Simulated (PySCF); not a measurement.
## Dipole moment and polarisability of `CC(C)[C@@H]1[SiH2][C@H]1F`

Compound: C₅H₁₁FSi.
Structure used (GFN2-xTB), in Å, numbered top down from 1:
```
atom  x, y, z in Å
C1     1.5482   -1.1572   -0.2081
C2     0.7311    0.1269   -0.0922
C3     1.2983    1.0288    1.0036
C4    -0.7216   -0.1982    0.1960
Si5   -1.9615   -0.7212   -1.1350
C6    -1.7688    0.8691   -0.1186
F7    -2.6438    1.1626    0.9021
H8     1.1479   -1.7912   -0.9964
H9     1.5148   -1.7112    0.7275
H10    2.5872   -0.9311   -0.4356
H11    0.7835    0.6619   -1.0478
H12    1.2916    0.5091    1.9595
H13    2.3226    1.3143    0.7735
H14    0.7015    1.9326    1.1018
H15   -0.8550   -0.6330    1.1829
H16   -1.5455   -0.6313   -2.5217
H17   -3.0246   -1.6293   -0.7619
H18   -1.4146    1.8047   -0.5413
```

Level: CAM-B3LYP/def2-SVPD (PySCF), static field, nuclei fixed, core orbitals frozen in the response. The polarisability tensor in these axes (au):

```
x   94.73  3.77  8.20
y    3.77 84.77  9.43
z    8.20  9.43 84.17
```

Question: Diagonalise the tensor; give its mean and Δα, where Δα² is half the sum of the squared differences of the eigenvalues.

Answer: Principal values 74.40, 86.33 and 102.94 au; mean 87.89 au = 13.02 Å³ = 14.49 × 10⁻⁴⁰ C²·m²/J; Δα = 24.82 au (28 % of the mean).

Question: What is the dipole moment, and where does it point?

Answer: (1.35, -0.92, -1.37) D, 2.13 D in size, pointing from the negative to the positive side. Measured along this direction, the outermost atoms are F7 at the negative end and H10 at the positive end.

Question: Sum over states: ᾱ = Σ f/ω², ω in Eh. What share falls to these 8 lowest TDDFT singlets (eV, f)? 6.18, 0.1480; 6.40, 0.0393; 6.55, 0.0167; 6.77, 0.0080; 7.00, 0.0445; 7.34, 0.0175; 7.43, 0.0152; 7.49, 0.0034.

Answer: They add up to 5.16 au, 5.9 % of the 87.89 au; the largest single term is 2.87 au, from the state at 6.18 eV. Terms in order: 2.87, 0.71, 0.29, 0.13, 0.67, 0.24, 0.20, 0.05 au. Higher excitations give the rest. The strengths listed sum to 0.293.

Question: Find the Langevin capture rate constant for H3+ (3.023 u) meeting this molecule (118.061 u), k = 2.342 × 10⁻⁹ cm³/s × √(α in Å³ / reduced mass in u).

Answer: The reduced mass is 2.95 u, so k = 4.92 × 10⁻⁹ cm³/s. The formula leaves out the permanent dipole, which adds to the capture rate.

Question: Directions of the eigenvectors, and the extent of the frame along each?

Answer: Largest value along (0.73, 0.43, 0.53), where the nuclei span 5.98 Å; middle along (0.66, -0.66, -0.37), 5.31 Å; least along (-0.19, -0.62, 0.76), 2.81 Å. The response follows the extents in order.

Question: Traceless (Buckingham) quadrupole moment about the centre of nuclear charge: eigenvalues?

Answer: -8.61, 3.60, 5.01 D·Å. The values depend on the origin, since the dipole doesn't vanish. The electronic extent ⟨r²⟩ about the same centre is 1119 bohr², a root-mean-square distance of 2.21 Å for the 64 electrons.

Isolated species at its GFN2-xTB geometry (one conformer only).

The run behind these numbers computed excited states as well. Hardware: one thread, Arm Neoverse N1 (aarch64), no GPU, shared host. Cost: 1.7 min wall, 1.0 GiB resident at most.
